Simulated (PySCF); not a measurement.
An unknown gives this computed stick spectrum. The calculation used TDDFT PBE0/def2-SVPD, vertical, gas phase, core orbitals frozen in the response (PySCF). Geometries: GFN2-xTB, one conformer each.

| state | λ (nm) | f |
| --- | --- | --- |
| S1 | 267.3 | 0.178 |
| S2 | 243.3 | 0.037 |
| S3 | 225.8 | 0.223 |
| S4 | 198.2 | 0.0076 |
| S5 | 196.8 | 0.0062 |
| S6 | 194.7 | 0.0089 |

**Question.** Which candidate is it?
A. `CC[C@H](C(=O)OC)C`
B. `[C@@H]12C=C[C@H]2C(Cl)=C1C=C`
C. `ClC1=C/C=C\C=C/C=C\1`

**Answer.** B. Its S1 lies at 4.64 eV; the nearest of the others has S1 at 3.90 eV. S1 is HOMO→LUMO (82%), HOMO-1→LUMO (9%). Löwdin shares by element: HOMO carbon 57% or more, chlorine 14% (atoms not listed hold the other 29%); LUMO carbon 69% or more (atoms not listed hold the other 31%). At the same level the other candidates give, for their lowest levels:
- `CC[C@@H](C)C(=O)OC`: 208 nm (f 0.002); 165 nm (f 0.007); 154 nm (f 0.067); 151 nm (f 0.026); 150 nm (f 0.023); T1 5.42 eV; HOMO -7.98, LUMO 0.27 eV
- `ClC1=C/C=C\C=C/C=C\1`: 318 nm (f 0.002); 243 nm (f 0.008); 236 nm (f 0.012); 212 nm (f 0.185); 206 nm (f 0.262); T1 2.99 eV; HOMO -6.60, LUMO -1.45 eV

Shape of the structure used: `[CH2:1]=[CH:2][C:3]1=[C:4]([Cl:5])[C@@H:6]2[CH:7]=[CH:8][C@H:9]12`: C1–C2–C3–C4 178°.
Triplets come from the Tamm–Dancoff approximation.
